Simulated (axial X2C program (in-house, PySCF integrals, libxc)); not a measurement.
**BaBr⁺ at several levels of theory**

Computed with an axial X2C code built on PySCF integrals. Spin-free means the one-electron spin-free X2C Hamiltonian; two-component (2c) means X2C with spin–orbit coupling and atomic mean-field two-electron Coulomb terms, the Gaunt term switched off, so the difference of the two also holds small scalar two-electron terms. Basis: Ba dyall-v2z [12s13p8d], Br dyall-v2z [7s8p5d] (cores contracted in-house); Gaussian nuclei, density fitting, unrestricted open shells. Masses: Ba 137.905 u, Br 78.918 u.

State, spin-free: M_S = 0, Λ = 0 (closed shell); electrons by block: σα: 19, σβ: 19, π+α: 10, π+β: 10, π-α: 10, π-β: 10, δ+α: 3, δ+β: 3, δ-α: 3, δ-β: 3. Fragments: Ba+ + Br.

State, 2c: Ω = 0 (closed shell); electrons by block: 1/2: 29, -1/2: 29, 3/2: 13, -3/2: 13, 5/2: 3, -5/2: 3. Fragments: Ba+ + Br.

```
Hamiltonian  level  Re (Å)  ωe (cm⁻¹)  ωexe (cm⁻¹)  αe (cm⁻¹)  De (eV)  D0 (eV)  k (mdyn/Å)   μ (D)
  spin-free   PBE0   2.772      231.2         0.37   0.000103     4.24     4.22        1.58  -10.47
  spin-free     HF   2.850      219.2        0.328   9.36e-05     3.03     3.01        1.42  -12.53
  spin-free    MP2   2.819      224.2         0.33   9.57e-05     3.59     3.58        1.49     n/a
  spin-free  B97-3   2.785      227.2        0.359   0.000103     4.26     4.25        1.53  -10.67
  spin-free   PW91   2.774      228.2        0.386   0.000106     4.37     4.36        1.54   -9.78
         2c   PBE0   2.772      231.1        0.371   0.000103     4.10     4.09        1.58  -10.46
         2c     HF   2.850      219.2        0.328   9.37e-05     2.86     2.84        1.42  -12.51
         2c    MP2   2.819      224.2         0.33   9.59e-05     3.45     3.43        1.49     n/a
         2c  B97-3   2.785      227.1         0.36   0.000103     4.11     4.09        1.52  -10.65
         2c   PW91   2.774      228.0        0.388   0.000106     4.23     4.21        1.54   -9.77
```

Correlated methods: 16 electrons correlated (number of frozen shells: Ba 4 s, 3 p, 2 d; Br 3 s, 2 p, 1 d), 138 virtual spin orbitals or spinors in MP2.

Dipoles are positive if Br is the positive end and refer to the centre of mass.

The state is one determinant whose occupation by symmetry is held fixed; it was picked as the lowest of a PBE0 search that is not exhaustive. The closed shell is kept restricted, so the energy runs too high when the bond is stretched far. Dissociation energies refer to the lowest single-determinant-based atoms at the same level and basis. The functionals have no current-density term, which raises determinants with orbital currents, atoms included.

Rough cost a point (2c) on 1 thread(s) of a shared host, integrals apart: PBE0 0.6 s, HF 0.4 s, B97-3 0.6 s, PW91 0.4 s.

The whole task took 96 s on 1 thread of Arm Neoverse N1, with other jobs on the host.
